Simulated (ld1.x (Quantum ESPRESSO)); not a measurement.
## Transferability test, TM potential for Bi (Z = 83)

```
Element                 : bismuth (Bi)
Generator               : ld1.x (Quantum ESPRESSO) 7.5
Type                    : norm-conserving Troullier–Martins (Kleinman–Bylander form)
Functional              : PBE
Relativity              : non-relativistic
Frozen core             : [Kr] 4d10 4f14 5s2
Valence charge          : 21
Reference configuration : 5p6 5d10 6s2 6p3
Partial waves           : 6s (bound): rc 1.65 bohr; 5d (bound): rc 1.70 bohr; 5p (bound): rc 1.65 bohr
Local potential         : the p channel
Core correction         : none
```

Occupied shells without a wave of their own: 6p. They enter only through the test configuration that unscreens the potential.

Energies are relative to the spin-unpolarised reference configuration 5p6 5d10 6s2 6p3; without spin polarisation the order of configurations can differ from experiment. The frozen-core shift is the all-electron ΔE with the core orbitals held at their reference shape minus the fully relaxed ΔE.

**Question.** Give the all-electron excitation energy and the error of the potential for: 5p6 5d10 6s2 6p2; 5p6 5d10 6s2 6p1; 5p6 5d10 6s2 6p0; 5p6 5d10 6s1 6p0; 5p6 5d10 6s0 6p5; 5p6 5d10 6s1 6p3; 5p6 5d10 6s1 6p4.

**Answer.**

```tsv
valence configuration	charge	ΔE all-electron (eV)	error AE − PS (meV)	frozen-core shift (meV)
5p6 5d10 6s2 6p2	+1	8.029	-1189	0.0
5p6 5d10 6s2 6p1	+2	23.217	-2952	+0.2
5p6 5d10 6s2 6p0	+3	46.256	-5358	+0.6
5p6 5d10 6s1 6p0	+4	86.598	-6596	+2.8
5p6 5d10 6s0 6p5	0	13.532	+1996	+0.2
5p6 5d10 6s1 6p3	+1	15.240	-81	0.0
5p6 5d10 6s1 6p4	0	6.692	+958	+0.1
```

These tests converged, but a pseudo level misses the all-electron one widely, so the file describes the atom poorly there or has found another state: 5p6 5d10 6s2 6p1: 6p by 2.1 eV; 5p6 5d10 6s2 6p0: empty 6p by 2.8 eV. The 6p level has no wave, so the channel is fitted at the deeper level alone: the likely source of the large errors.

Note: ghost state, extra bound levels that the all-electron valence spectrum of the same l lacks: s at -64.3 eV. A true bound ghost makes a file unfit for plane-wave use. The potential misses its own reference levels by up to 0.9 eV.
